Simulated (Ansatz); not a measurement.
Gas-phase electronic energies from Ansatz, PBE0-D4/def2-TZVP geometries. CCSD(T)/CBS adds triple-zeta CCSD(T) − MP2 to the extrapolated MP2 energy (def2 sets, frozen cores). This one scheme is used for every species. Functionals use def2-TZVPP. B3LYP here is the variant with VWN-RPA as its local correlation; programs differ in this. One conformer a species, not always the lowest.

`O[SiH](O)O[SiH](O)Cl` + CH₄ → `C[SiH](O)O[SiH](O)O` + HCl  (formal exchange of groups at the Si–Cl bond)

`O[SiH](O)O[SiH](O)Cl`:

Z-matrix (Å, degrees):
```
Si
O 1 1.632
O 1 1.642 2 109.2
O 1 1.623 2 108.7 3 121.7
H 1 1.471 2 113.8 3 -119.9
H 2 0.961 1 117.4 3 30.9
Si 3 1.611 1 148.8 2 -14.9
H 4 0.959 1 118.2 2 -38.1
O 7 1.620 3 112.7 1 -132.6
Cl 7 2.072 3 106.9 1 -11.9
H 7 1.467 3 112.2 1 106.8
H 9 0.959 7 119.7 3 57.2
```

CH₄:

Cartesian coordinates in Å:
```
C 0.000 0.000 0.000
H 0.574 -0.234 0.896
H -0.142 1.078 -0.068
H -0.971 -0.492 0.052
H 0.539 -0.352 -0.879
```

`C[SiH](O)O[SiH](O)O`:

Z-matrix (Å, degrees):
```
C
Si 1 1.846
H 1 1.093 2 110.7
H 1 1.093 2 110.4 3 -119.8
H 1 1.093 2 110.6 3 120.4
O 2 1.638 1 108.6 3 179.8
O 2 1.653 1 109.7 3 -60.7
H 2 1.487 1 111.4 3 57.3
H 6 0.963 2 114.8 1 156.0
Si 7 1.616 2 136.7 1 -152.9
O 10 1.644 7 106.5 2 11.9
O 10 1.635 7 114.0 2 -104.1
H 10 1.477 7 108.2 2 133.0
H 11 0.958 10 117.0 7 -153.2
H 12 0.958 10 118.6 7 -73.5
```

HCl:

```xyz
2

Cl   -0.296    0.397   -0.404
H     0.296   -0.397    0.404
```

**Question.** Is it downhill or uphill in electronic energy at CCSD(T)/CBS, and by how much? (An estimate is asked.)

**Answer.** The calculation gave: Uphill: ΔE = +1.12 eV.

**Question.** What do these levels give: PBE-D4, PBE0-D4, ωB97X-V, ωB97M-V, PBE, B3LYP, HF/def2-TZVPP, MP2/def2-TZVPP, CCSD/def2-TZVPP, CCSD(T)/def2-TZVPP, MP2/CBS(def2), CCSD/CBS(def2)? (Estimate.)

**Answer.** Computed: PBE-D4 1.11, PBE0-D4 1.12, ωB97X-V 1.12, ωB97M-V 1.12, PBE 1.11, B3LYP 1.15, HF/def2-TZVPP 1.22, MP2/def2-TZVPP 1.14, CCSD/def2-TZVPP 1.08, CCSD(T)/def2-TZVPP 1.08, MP2/CBS(def2) 1.18, CCSD/CBS(def2) 1.12 eV.

Largest T1 diagnostic among the species: 0.011.

In def2-TZVPP, CCSD(T) changes the Hartree–Fock value by −0.14 eV (the triples alone add −0.00 eV) and MP2 by −0.08 eV.
